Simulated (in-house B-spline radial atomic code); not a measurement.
Computed with a B-spline radial atomic code. Model: two electrons, singlet ground state, non-relativistic, full CI in B-splines with partial waves to l = 8 (at full coupling up to 3e-4 hartree above the limit, correlation up to 0.6 % small), density held at that of full coupling by Lieb maximisation.

W(λ) is the mean repulsion in the state of coupling λ less the Hartree energy of the fixed density. Its start is exact exchange, its initial slope is twice the second-order Görling-Levy correlation energy, and its area from 0 to 1 is E_xc. A straight curve means weak, dynamic correlation, and a curve that drops fast and flattens means strong correlation.

Command:
```bash
python run_ac.py task.json out
```
Settings (lengths in bohr, energies in hartree):
```
potential              gauss
strength               10.2
lmax                   8
second                 8.36
```

Run time, properties included: 26 s on 1 thread of Intel(R) Xeon(R) Processor @ 2.30GHz, on a shared host.

**W = mean repulsion less Hartree energy, and W of three functionals.**

Given: confinement Gaussian well; well depth 10.2 hartree; well width 8.36 bohr; external potential -V exp(-r^2/w^2).

Computed: LDA exchange minus exact 75.995 millihartree; PBE exchange minus exact 22.468 millihartree.

```csv
coupling,W xc (hartree),W xc minus exchange (millihartree),kinetic minus Kohn-Sham (millihartree),LDA (PW92) W minus its exchange (millihartree),PBE W minus its exchange (millihartree),SCAN W minus its exchange (millihartree)
0,-0.52679,0,0,0,0,0
0.02,-0.52879,-1.995,0.02,-10.46,-3.28,-1.88
0.05,-0.53171,-4.922,0.12,-20.85,-7.84,-4.61
0.12,-0.53825,-11.453,0.67,-38.63,-17.35,-10.61
0.25,-0.54936,-22.563,2.72,-62.27,-32.26,-20.75
0.4,?,?,?,?,?,?
0.6,-0.57384,-47.052,12.92,-103.68,-62.49,-43.36
0.8,-0.58505,-58.261,20.74,-120.49,-75.84,-54.01
1,-0.59471,-67.92,29.41,-134.48,-87.32,-63.4
1.4,-0.61046,-83.667,48.16,-156.82,-106.21,-79.24
2,-0.62789,-101.09,77.49,-181.52,-127.76,-97.65
3,?,?,?,?,?,?
4.5,-0.66517,-138.38,191.14,-237.37,-178.32,-139.88
7,-0.6822,-155.41,286.93,-265.45,-204.4,-159.24
10,-0.69403,-167.24,386.05,-286.25,-223.93,-171.73
```

Q: What belongs in the row 0.4?

A: W xc (hartree): -0.56072; W xc minus exchange (millihartree): -33.931; kinetic minus Kohn-Sham (millihartree): 6.39; LDA (PW92) W minus its exchange (millihartree): -82.62; PBE W minus its exchange (millihartree): -46.58; SCAN W minus its exchange (millihartree): -31.17.

Q: What belongs in the row 3?

A: W xc (hartree): -0.64731; W xc minus exchange (millihartree): -120.52; kinetic minus Kohn-Sham (millihartree): 125.3; LDA (PW92) W minus its exchange (millihartree): -209.85; PBE W minus its exchange (millihartree): -153.15; SCAN W minus its exchange (millihartree): -119.28.

Q: What is the SCAN exchange minus exact?

A: 1.2845 millihartree.

**Energy parts, natural occupations and partial-wave weights.**

Computed: total energy -18.2938 hartree; exchange energy -0.52679 hartree; correlation energy -0.038514 hartree; initial slope twice GL2 -0.10066 hartree; Hartree energy 1.0536 hartree; Kohn-Sham kinetic 0.66114 hartree; Lieb Oxford ratio E_xc over LDA exchange 1.254.

```json
{"natural": "s", "occupation of the shell (electrons)": "1.9507"}
{"natural": "p", "occupation of the shell (electrons)": "0.045189"}
{"natural": "s", "occupation of the shell (electrons)": "?"}
{"natural": "d", "occupation of the shell (electrons)": "0.0011118"}
{"natural": "p", "occupation of the shell (electrons)": "0.00025164"}
{"natural": "f", "occupation of the shell (electrons)": "0.00012806"}
```

Q: What belongs in the row s?

A: occupation of the shell (electrons): 0.0025086.

```json
{"wave": "s", "weight": "0.9766"}
{"wave": "p", "weight": "?"}
{"wave": "d", "weight": "0.00057991"}
{"wave": "f", "weight": "7.0461e-05"}
{"wave": "g", "weight": "1.533e-05"}
```

Q: What belongs in the row p?

A: weight: 0.022727.

Q: What is the kinetic part over minus potential part?

A: 0.43294.

Q: What is the kinetic part of the DFT correlation energy?

A: 0.029405 hartree.

Half-way to full coupling W has made 60 % of its drop, against 50 % for a straight line, and second-order (GL2) theory, half the initial slope, overshoots the correlation energy by about 31 %: a marked bend. Over couplings 0 to 1 the errors in E_xc come to about +28 millihartree for LDA, +10 millihartree for PBE, +4.2 millihartree for SCAN, so SCAN is nearest. In LDA and PBE the errors of exchange and correlation have opposite signs, so the sum is smaller than the larger of the two.
